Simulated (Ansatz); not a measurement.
Input file:

```yaml
crystal:
  periodic: [false, false, false]
  atoms:
    - { symbol: B, position_ang: [-1.3042, 0.3421, 0.4992] }
    - { symbol: F, position_ang: [-1.2309, -1.1835, 1.2031] }
    - { symbol: F, position_ang: [-1.9545, 0.252, -0.6362] }
    - { symbol: F, position_ang: [-1.6555, 1.2125, 1.4179] }
    - { symbol: H, position_ang: [-0.0609, -0.9835, 0.9696] }
    - { symbol: "N", position_ang: [0.474, 0.086, 0.3708] }
    - { symbol: C, position_ang: [1.0702, -0.0696, -0.9443] }
    - { symbol: H, position_ang: [1.0034, 0.6961, 0.9774] }
    - { symbol: H, position_ang: [2.059, -0.5237, -0.8565] }
    - { symbol: H, position_ang: [1.1668, 0.8892, -1.4586] }
    - { symbol: H, position_ang: [0.4325, -0.7175, -1.5424] }
basis:
  gaussian: { orbitals: def2-SVP }
hamiltonian:
  xc: b3lyp
relax:
  f_tol: 0.15
  max_steps: 25
  restrain:
    - { distance: [0, 5], at: 2.85, k: 30.0 }
    - { distance: [4, 1], at: 2.18, k: 30.0 }
    - { distance: [0, 1], at: 1.41, k: 30.0 }
    - { distance: [4, 5], at: 1.02, k: 30.0 }
```

Run as:

```bash
$ ansatz run input.yaml --threads 2 --pin off --max-ram 3072MiB --backend cpu --events-out ev --progress --plain --runs-dir out
```

Hardware: 2 threads of Intel(R) Xeon(R) Platinum 8488C (Sapphire Rapids), with other jobs on the host.

Question: Roughly how long does this run take, and how much memory?

Answer: 32 s, with a peak of 0.28 GiB, for 14 ionic steps.
